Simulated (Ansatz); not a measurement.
Reaction (SMILES): Br[Si]Br (closed-shell singlet) → 2 Br atom + Si atom
B3LYP-D3(BJ)/def2-TZVP geometries, fixed; electronic energies without zero-point terms.

Basis-set convergence of the atomisation energy at CCSD(T) with Ansatz (a program for electronic structure). Cartesian d functions, on some or all atoms, in 6-31G**; all else is spherical. Cores are frozen (with 3d on Ga to Br). A restricted Hartree-Fock determinant is unstable towards unrestricted orbitals. Open shells are unrestricted. No added dispersion term, no relativity. Functions are those of the species that has most. Reference: Hartree-Fock in aug-cc-pV(Q+d)Z plus the correlation part extrapolated as X^-3 from aug-cc-pV(T+d)Z and aug-cc-pV(Q+d)Z, 180.40 kcal/mol, itself unsure by roughly 1.34 kcal/mol (a third of the extrapolation step and of the last Hartree-Fock step). Deviations are taken from unrounded values. Cost is core time over that of cc-pV(D+d)Z, rough, on shared machines of one kind; a dash marks a row that isn't timed (too short, read off another run, short of memory, by another algorithm or on other hardware).

```json
[
 {"basis": "pcseg-0", "functions": "57", "atomisation energy (kcal/mol)": "110.61", "minus reference (kcal/mol)": "-69.79", "cost": "-"},
 {"basis": "pcseg-1", "functions": "72", "atomisation energy (kcal/mol)": "158.95", "minus reference (kcal/mol)": "-21.45", "cost": "0.6×"},
 {"basis": "cc-pV(D+d)Z", "functions": "77", "atomisation energy (kcal/mol)": "156.05", "minus reference (kcal/mol)": "-24.34", "cost": "1×"},
 {"basis": "6-31G**", "functions": "89", "atomisation energy (kcal/mol)": "157.12", "minus reference (kcal/mol)": "-23.28", "cost": "0.9×"},
 {"basis": "aug-pcseg-1", "functions": "99", "atomisation energy (kcal/mol)": "161.11", "minus reference (kcal/mol)": "-19.29", "cost": "1×"},
 {"basis": "def2-SVPD", "functions": "106", "atomisation energy (kcal/mol)": "159.58", "minus reference (kcal/mol)": "-20.81", "cost": "1×"},
 {"basis": "def2-TZVP", "functions": "133", "atomisation energy (kcal/mol)": "169.42", "minus reference (kcal/mol)": "-10.97", "cost": "2×"},
 {"basis": "def2-TZVPPD", "functions": "162", "atomisation energy (kcal/mol)": "170.49", "minus reference (kcal/mol)": "-9.91", "cost": "3×"},
 {"basis": "aug-cc-pV(T+d)Z", "functions": "173", "atomisation energy (kcal/mol)": "171.17", "minus reference (kcal/mol)": "-9.23", "cost": "4×"},
 {"basis": "def2-QZVP", "functions": "220", "atomisation energy (kcal/mol)": "175.52", "minus reference (kcal/mol)": "-4.88", "cost": "-"},
 {"basis": "def2-QZVPP", "functions": "248", "atomisation energy (kcal/mol)": "175.50", "minus reference (kcal/mol)": "-4.89", "cost": "10×"},
 {"basis": "cc-pV(5+d)Z", "functions": "308", "atomisation energy (kcal/mol)": "177.85", "minus reference (kcal/mol)": "-2.55", "cost": "-"},
 {"basis": "pcseg-4", "functions": "327", "atomisation energy (kcal/mol)": "177.61", "minus reference (kcal/mol)": "-2.78", "cost": "-"}
]
```
